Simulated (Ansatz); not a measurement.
Consider the cleavage of the Si–P bond: `C[SiH](C)P` + `[NH2][AlH2]` → `C[SiH](C)[NH][AlH2]` + PH₃.

Program: Ansatz. Geometries: PBE0-D4/def2-TZVP. ΔE: electronic, gas phase. CCSD(T)/CBS is the MP2 limit (def2-TZVPP, def2-QZVPP) plus CCSD(T) − MP2 in def2-TZVPP, frozen cores. This one scheme is used for every species. DFT in def2-TZVPP. One conformer a species, not always the lowest.

| species | r2SCAN-D4 energy (Eh) |
| --- | --- |
| `C[SiH](C)P` | -712.44733 |
| `[NH2][AlH2]` | -299.57926 |
| `C[SiH](C)[NH][AlH2]` | -668.91849 |
| PH₃ | -343.12089 |

**Question.** Work out ΔE.

**Answer.** ΔE = (-668.91849) + (-343.12089) − (-712.44733) − (-299.57926) = -0.01279 Eh = -8.0 kcal/mol. CCSD(T)/CBS gives -9.1 kcal/mol.

Largest T1 diagnostic among the species: 0.013.

In def2-TZVPP, CCSD(T) changes the Hartree–Fock value by +2.2 kcal/mol (the triples alone add +0.4 kcal/mol) and MP2 by +2.3 kcal/mol. From PBE to PBE0 (25 % exact exchange), in def2-TZVPP and without D4, ΔE moves by −1.0 kcal/mol.
